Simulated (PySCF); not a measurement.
# `F/C(=C/[SiH3])[Si@H](Cl)CCCl`: 4 charge schemes on one density

Compound: C₄H₉Cl₂FSi₂.
Z-matrix (Å and degrees, GFN2-xTB geometry), rows numbered from 1:
```
F 
C   1  1.3718
C   2  1.3258  1  117.48
Si  3  1.8782  2  126.50  1  -179.74
Si  2  1.9005  1  112.28  3   179.80
Cl  5  2.0209  2  108.61  1   127.78
C   5  1.9091  2  106.18  1    11.28
C   7  1.5155  5  113.11  2   168.19
Cl  8  1.7825  7  110.37  5    58.21
H   3  1.0847  2  116.82  1    -0.66
H   4  1.4625  3  110.36  2   -25.86
H   4  1.4650  3  106.93  2  -145.41
H   4  1.4640  3  108.70  2    96.09
H   5  1.4600  2  110.28  1  -111.93
H   7  1.0925  5  110.14  2    47.45
H   7  1.0903  5  109.64  2   -69.48
H   8  1.0899  7  111.42  5   -59.80
H   8  1.0905  7  111.98  5   176.92
```

Density: PBE0/pcSseg-1 (PySCF); schemes: Mulliken, IAO, Hirshfeld and ESP-fitted. Geometry: GFN2-xTB, one conformer, isolated molecule.

Question: For which atoms does the sign change between the 4 schemes (beyond +0.03 e in one, beyond −0.03 e in another)?

Answer: For none.

Question: Which atoms carry the highest charge in the Mulliken, IAO, Hirshfeld and ESP-fitted schemes?

Answer: The schemes don't all agree: Mulliken Si5 (+0.803); IAO Si5 (+0.904); Hirshfeld Si5 (+0.351); ESP-fitted Si4 (+0.417).

Question: What partial charge does each atom carry?

Answer: In e:

```json
{"atom": "F1", "environment": "vinyl fluorine", "Mulliken": "-0.296", "IAO": "-0.284", "Hirshfeld": "-0.092", "ESP-fitted": "-0.227"}
{"atom": "C2", "environment": "vinylic C–F carbon", "Mulliken": "-0.002", "IAO": "+0.023", "Hirshfeld": "-0.009", "ESP-fitted": "+0.257"}
{"atom": "C3", "environment": "alkene CH carbon", "Mulliken": "-0.426", "IAO": "-0.463", "Hirshfeld": "-0.163", "ESP-fitted": "-0.510"}
{"atom": "Si4", "environment": "SiH3 silicon", "Mulliken": "+0.538", "IAO": "+0.610", "Hirshfeld": "+0.308", "ESP-fitted": "+0.417"}
{"atom": "Si5", "environment": "chlorine-bound silicon", "Mulliken": "+0.803", "IAO": "+0.904", "Hirshfeld": "+0.351", "ESP-fitted": "+0.212"}
{"atom": "Cl6", "environment": "silicon-bound chlorine", "Mulliken": "-0.302", "IAO": "-0.299", "Hirshfeld": "-0.087", "ESP-fitted": "-0.143"}
{"atom": "C7", "environment": "sp3 carbon bound to silicon", "Mulliken": "-0.540", "IAO": "-0.543", "Hirshfeld": "-0.166", "ESP-fitted": "-0.089"}
{"atom": "C8", "environment": "sp3 C–Cl carbon", "Mulliken": "-0.204", "IAO": "-0.229", "Hirshfeld": "-0.032", "ESP-fitted": "-0.298"}
{"atom": "Cl9", "environment": "alkyl chlorine", "Mulliken": "-0.165", "IAO": "-0.115", "Hirshfeld": "-0.058", "ESP-fitted": "-0.137"}
{"atom": "H10", "environment": "vinylic hydrogen", "Mulliken": "+0.145", "IAO": "+0.174", "Hirshfeld": "+0.051", "ESP-fitted": "+0.235"}
{"atom": "H11", "environment": "Si–H hydrogen", "Mulliken": "-0.077", "IAO": "-0.114", "Hirshfeld": "-0.074", "ESP-fitted": "-0.087"}
{"atom": "H12", "environment": "Si–H hydrogen", "Mulliken": "-0.085", "IAO": "-0.113", "Hirshfeld": "-0.073", "ESP-fitted": "-0.084"}
{"atom": "H13", "environment": "Si–H hydrogen", "Mulliken": "-0.061", "IAO": "-0.111", "Hirshfeld": "-0.073", "ESP-fitted": "-0.081"}
{"atom": "H14", "environment": "Si–H hydrogen", "Mulliken": "-0.002", "IAO": "-0.104", "Hirshfeld": "-0.070", "ESP-fitted": "-0.002"}
{"atom": "H15", "environment": "methylene hydrogen", "Mulliken": "+0.166", "IAO": "+0.166", "Hirshfeld": "+0.050", "ESP-fitted": "+0.092"}
{"atom": "H16", "environment": "methylene hydrogen", "Mulliken": "+0.165", "IAO": "+0.167", "Hirshfeld": "+0.045", "ESP-fitted": "+0.106"}
{"atom": "H17", "environment": "methylene hydrogen", "Mulliken": "+0.173", "IAO": "+0.164", "Hirshfeld": "+0.040", "ESP-fitted": "+0.168"}
{"atom": "H18", "environment": "methylene hydrogen", "Mulliken": "+0.170", "IAO": "+0.167", "Hirshfeld": "+0.052", "ESP-fitted": "+0.172"}
```

Mean size of the charges over all atoms: IAO 0.264 e, Mulliken 0.240 e, ESP-fitted 0.184 e, Hirshfeld 0.100 e. Each set sums to the total charge, 0, to within 0.001 e. The Mulliken scheme gives each basis function's population to the atom it is centred on and halves the overlap population of two atoms between them.

Question: How closely do the schemes follow one another over all atoms?

Answer: Correlation coefficient and root-mean-square difference: Mulliken with IAO 0.99, 0.045 e; IAO with Hirshfeld 0.97, 0.215 e; Mulliken with Hirshfeld 0.95, 0.193 e; IAO with ESP-fitted 0.79, 0.216 e; Mulliken with ESP-fitted 0.79, 0.197 e; Hirshfeld with ESP-fitted 0.75, 0.149 e.

Question: How many electrons does the Hirshfeld scheme count on C7?

Answer: Z − q = 6 − (-0.166) = 6.166.

Question: Sum the charges by element, for elements with more than one atom.

Answer: 
```csv
element,atoms,Mulliken,IAO,Hirshfeld,ESP-fitted
C,4,-1.172,-1.212,-0.370,-0.640
Si,2,+1.341,+1.515,+0.659,+0.628
Cl,2,-0.467,-0.414,-0.146,-0.280
H,9,+0.594,+0.396,-0.052,+0.520
```

These values come from a run that also computed NMR shieldings. On Intel Xeon at 2.50 GHz, one thread, no GPU, shared host with 64 logical CPUs at a one-minute load of 57, this took 2.1 min and 1.1 GiB of memory at its peak.
